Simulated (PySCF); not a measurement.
ScCl₂, SMILES [Cl][Sc+][Cl], charge +1.

The structure is a stationary point at B3LYP-D3(BJ)/def2-TZVP. The multiplicity is an assumed one; other spin states were not compared. The isomer is the one that the SMILES or the coordinates give; other isomers of the formula were not compared.

Two levels are set side by side: PBE/def2-TZVPD (PySCF) and B3LYP/def2-TZVPD (PySCF). Same geometry, gas phase. Differences are taken from unrounded values.

```csv
quantity,PBE
orbital gap (eV),3.38
highest occupied level (eV),-13.17
lowest empty level (eV),-9.79
mean polarisability (bohr³),52.2
```

Question: These are the PBE values. What does B3LYP give? (Estimate from the structure and the level; the computed values follow.)

Answer: 
```json
[
 {"quantity": "orbital gap (eV)", "B3LYP": "5.04", "PBE minus B3LYP": "-1.66"},
 {"quantity": "highest occupied level (eV)", "B3LYP": "-14.19", "PBE minus B3LYP": "1.02"},
 {"quantity": "lowest empty level (eV)", "B3LYP": "-9.16", "PBE minus B3LYP": "-0.64"},
 {"quantity": "mean polarisability (bohr³)", "B3LYP": "51.1", "PBE minus B3LYP": "1.1"}
]
```

PBE's occupied levels lie high since its potential decays too fast outside the molecule; exact exchange lowers them and widens the gap. Differences between two approximate levels are no errors against the true value.

Rough cost on one machine, each run with all the roots and properties that it gave: B3LYP against PBE within a factor of 2.
